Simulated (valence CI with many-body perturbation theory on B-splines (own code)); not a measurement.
## Ladder of approximations for Os60+

Computed by configuration interaction combined with many-body perturbation theory (CI+MBPT): six valence electrons over a frozen Dirac-Fock core [Ne], a basis of 9 s, 9 p, 8 d, 6 f, 3 g, 1 h functions for each j, with the one-electron correlation potential Σ1, the two-electron term Σ2, the three-electron term Σ3, Breit, model QED; selected CI, second order for the rest, scaled by the run's own slope (own B-spline code, finite nucleus).

No measured spectrum was set against this ion. As an estimate, large intervals hold to a few tenths of a per cent, small ones and those within an open d or f shell to about a per cent. Among the levels kept, up to 960 cm⁻¹ of a level comes from second order outside the variational space, and about a tenth of that is noise between levels of different J, which matters for small intervals.

Each rung adds one term. CI alone is the Dirac-Coulomb CI over the frozen core; QED comes last and gives the full result, which names the levels. Energies are above (3s^2 3p1/2^2 3p3/2^2) J=2 on the same rung, in Ry.

Levels are named by their leading jj configuration (3d3/2^4 stands for four electrons in 3d with j = 3/2), which in mixed levels can hold well under half, so a name can repeat and another be missing.

| Level | CI alone | Σ1 | Σ2 | Σ3 | Breit | QED | Full |
| --- | --- | --- | --- | --- | --- | --- | --- |
| (3s^2 3p1/2^2 3p3/2^2) J=0 | 1.472 | +0.0001 | -0.0001 | -0.0040 | +0.0384 | -0.0007 | 1.505 |
| (3s^2 3p1/2^2 3p3/2 3d3/2) J=2 | 18.050 | -0.0187 | -0.0269 | -0.0162 | -0.0558 | -0.0718 | 17.861 |
| (3s^2 3p1/2^2 3p3/2 3d3/2) J=1 | 18.700 | -0.0187 | -0.0273 | -0.0182 | -0.0473 | -0.0728 | 18.515 |
| (3s^2 3p1/2^2 3p3/2 3d3/2) J=0 | 18.666 | -0.0186 | -0.0230 | -0.0169 | -0.0025 | -0.0722 | 18.533 |
| (3s^2 3p1/2^2 3p3/2 3d3/2) J=3 | 18.782 | -0.0185 | -0.0255 | -0.0196 | -0.0969 | -0.0715 | 18.550 |
| (3s^2 3p1/2^2 3p3/2 3d5/2) J=4 | 25.227 | -0.0062 | -0.0213 | -0.0196 | -0.2721 | -0.0541 | 24.854 |
| (3s^2 3p1/2^2 3p3/2 3d5/2) J=2 | 25.735 | -0.0063 | -0.0334 | -0.0211 | -0.2362 | -0.0562 | 25.382 |
| (3s^2 3p1/2^2 3p3/2 3d5/2) J=3 | 27.206 | -0.0065 | -0.0494 | -0.0325 | -0.2541 | -0.0545 | 26.809 |
| (3s^2 3p1/2^2 3p3/2 3d5/2) J=1 | 28.011 | -0.0062 | -0.0401 | -0.0359 | -0.1980 | -0.0549 | 27.676 |
| (3s^2 3p1/2 3p3/2^3) J=1 | 29.300 | +0.0147 | +0.0199 | -0.0005 | -0.3243 | +0.0307 | 29.041 |
| (3s^2 3p1/2 3p3/2^3) J=2 | 30.067 | +0.0147 | +0.0143 | -0.0027 | -0.3604 | +0.0309 | 29.764 |
| (3s^2 3p1/2^2 3d3/2^2) J=2 | 36.864 | -0.0374 | -0.0523 | -0.0358 | -0.1098 | -0.1437 | 36.485 |
| (3s^2 3p1/2^2 3d3/2^2) J=0 | 38.652 | -0.0369 | -0.0467 | -0.0409 | -0.0405 | -0.1438 | 38.343 |
| (3s 3p1/2^2 3p3/2^3) J=2 | 43.525 | -0.0048 | -0.0070 | +0.0106 | -0.0961 | -0.2855 | 43.142 |
| (3s^2 3p1/2^2 3d3/2 3d5/2) J=3 | 44.367 | -0.0250 | -0.0613 | -0.0411 | -0.3037 | -0.1271 | 43.809 |
| (3s^2 3p1/2^2 3d3/2 3d5/2) J=2 | 45.202 | -0.0249 | -0.0642 | -0.0429 | -0.2898 | -0.1272 | 44.653 |
| (3s 3p1/2^2 3p3/2^3) J=1 | 45.080 | -0.0046 | -0.0135 | +0.0050 | -0.1640 | -0.2071 | 44.696 |
| (3s^2 3p1/2^2 3d3/2 3d5/2) J=1 | 45.506 | -0.0248 | -0.0642 | -0.0430 | -0.2209 | -0.1277 | 45.025 |
| (3s^2 3p1/2^2 3d3/2 3d5/2) J=4 | 45.668 | -0.0248 | -0.0614 | -0.0461 | -0.3754 | -0.1273 | 45.033 |

The middle columns are the shifts that each term adds.

(1) How does the ionisation energy move along the ladder, and which term matters most?

Results:

(1) CI alone 6384.9, + Σ1 6385.8, + Σ2 6386.1, + Σ3 6385.3, + Breit 6379.6, + QED 6379.0 eV. The largest step is Breit, -5.7 eV. NIST lists 6376 ± 10 eV (theoretical).
